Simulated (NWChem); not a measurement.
Species: CHBFNO; SMILES O=C=NBF

```xyz
6

B     -0.5092    -1.2354     0.0000
F      0.3297    -2.2684     0.0000
H     -1.7054    -1.4449     0.0000
N      0.0328     0.0780     0.0000
C      0.0344     1.2920     0.0000
O      0.1060     2.4674     0.0000
```
Atoms are numbered in this order, from 1.

Program: NWChem. Medium grid unless said otherwise, to which SCAN and Minnesota functionals are sensitive. Coordinates come from a PBE-D3(BJ)/def2-SVP optimisation. Hybrids' shares of exact exchange are those that their runs print; pure functionals count as 0. The functionals differ in more than this share.

```
row                    share of exact exchange  orbital gap (eV)
---------------------  -----------------------  ----------------
PBE/def2-SVP                              0.00              5.30
r2SCAN/def2-SVP                           0.00              5.97
TPSSh/def2-SVP                            0.10          withheld
B3LYP/def2-SVP                            0.20              7.24
B3PW91/def2-SVP                           0.20              7.28
MN15/def2-SVP                             0.44              9.01
Hartree-Fock/def2-SVP                     1.00             15.09
```

Question: Fit a straight line of the last column on the one before it, predict the withheld value, and compare with the run.

Answer: 
1. Means of the 6 shown rows: x = 0.307, y = 8.315. Slope Σ(x − x̄)(y − ȳ)/Σ(x − x̄)² = 6.659/0.7093 = 9.387; intercept 5.436.
2. The shown rows scatter about the line by 0.339 (root mean square); the largest residual is -0.56, at MN15/def2-SVP.
3. At x = 0.10 (TPSSh/def2-SVP; inside the shown range) the line gives 6.37.
4. The run gives 6.50, +0.13 from the line, 0.4 times the scatter.
